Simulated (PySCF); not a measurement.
Species: CH3GeN.
SMILES with atom numbers: `[N:1]#[C:2][GeH3:3]` (hydrogens: H4, H5, H6 on Ge3)

A GFN2-xTB structure was refined with PySCF 2.14.0, PBE0-D3(BJ)/def2-SVP geometry optimisation, gas phase. Its GFN2-xTB values:

```
coordinate  GFN2-xTB
     N1≡C2   1.171 Å
    C2–Ge3   1.921 Å
    Ge3–H4   1.476 Å
 N1–C2–Ge3    179.0°
 C2–Ge3–H4    105.5°
 H4–Ge3–H5    112.9°
```

Problem. How do these coordinates change at the PBE0-D3(BJ)/def2-SVP level?

Solution. 
| coordinate | PBE0-D3(BJ)/def2-SVP (Å or °) | change |
| --- | --- | --- |
| Ge3–H4 | 1.531 | +0.055 |
| N1≡C2 | 1.159 | -0.012 |
| C2–Ge3 | 1.925 | +0.004 |
| C2–Ge3–H4 | 107.1 | +1.6 |
| H4–Ge3–H5 | 111.8 | -1.1 |
| N1–C2–Ge3 | 179.9 | +0.9 |

The energy falls by 0.073 eV over 7 energy and gradient evaluations, the largest force component goes from 0.0312 to 1.2e-04 Eh/bohr, and the atoms move by 0.033 Å rms after alignment. The bond that changes most is Ge3–H4 (ends: germanium bonded to C and 3 H; Ge–H hydrogen), which lengthens by 0.055 Å. Bonds longer at the end by more than 0.005 Å: 3 of 5; shorter: 1. Rotational constants go from 82208, 3596, 3595 to 78018, 3595, 3595 MHz.

The run used 75 basis functions and 48 SCF cycles in all. Time: 12 s of wall time; peak memory 0.32 GiB. Hardware: an Arm Neoverse V1 with one thread, shared host with 32 logical CPUs at a one-minute load of 37.

No PBE0-D3(BJ)/def2-SVP frequencies stand behind this structure, so it isn't proved a minimum.
